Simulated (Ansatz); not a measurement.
```yaml
crystal:
  periodic: [false, false, false]
  atoms:
    - {symbol: F, position_ang: [1.253835, -1.716859, -0.294175]}
    - {symbol: C, position_ang: [0.529988, -0.712172, -0.136200]}
    - {symbol: N, position_ang: [-0.332118, -0.586908, 0.715758]}
    - {symbol: B, position_ang: [-0.640433, 0.696194, 0.252380]}
    - {symbol: Se, position_ang: [0.640490, 0.806737, -1.196865]}
    - {symbol: H, position_ang: [-1.411346, 1.451473, 0.614748]}
basis:
  gaussian: {orbitals: aug-cc-pVTZ, point_charges: [{charge: 2.00, position_ang: [4.430, 0.207, -0.786]}]}
hamiltonian: {xc: {name: B97}}
accuracy: high
output: {forces: true}
```

```sh
$ ansatz run in.yaml --threads 2 --pin off --events-out ev --progress --plain --max-ram 4352MiB
```

Output, abridged:

```
Functional definition: B97
3931 factors; integrals over basis functions are off by at most 3.7e-9 eV
mean field evaluation 1: about -71276.2012 eV, gradient 6.4e1 eV
mean field evaluation 2: about -71218.5999 eV, gradient 1.3e2 eV
mean field evaluation 4: about -71284.2352 eV, gradient 1.5e1 eV
mean field evaluation 8: about -71284.7409 eV, gradient 1.2e0 eV
mean field evaluation 16: about -71284.9772 eV, gradient 6.8e-3 eV
mean field evaluation 32: about -71284.9772 eV, gradient 1.3e-8 eV
mean field -71284.97720771 eV, -2619.6745936903 hartree, gradient 1.3e-8 eV, S^2 0.000000; 0 other end points of the search recorded, 0 dependent functions left out
reference -71284.97721018 eV, -2619.6745937810 hartree; 31, 31 occupied and 235, 235 virtual orbitals, 3931 factors
Total energy: -71284.97721018 eV, -2619.6745937810 hartree
Atom 0 at     1.253835    -1.716859    -0.294175 Å, force     1.824309    -2.734083    -0.998620 eV/Å
Atom 1 at     0.529988    -0.712172    -0.136200 Å, force     2.243338    -0.562635    -1.147404 eV/Å
Atom 2 at    -0.332118    -0.586908     0.715758 Å, force    -2.488257    -0.715820     3.161607 eV/Å
Atom 3 at    -0.640433     0.696194     0.252380 Å, force    -1.605687     1.577244     1.940868 eV/Å
Atom 4 at     0.640490     0.806737    -1.196865 Å, force     3.413293     1.146078    -3.466719 eV/Å
Atom 5 at    -1.411346     1.451473     0.614748 Å, force    -0.756423     0.894085     0.239316 eV/Å
Dipole moment:    -2.194079     0.211938    -0.022401 e Å
```

Hardware: 2 threads of an Arm Neoverse V1 on a shared host. Wall time 110 s, peak host memory 2.2 GiB.
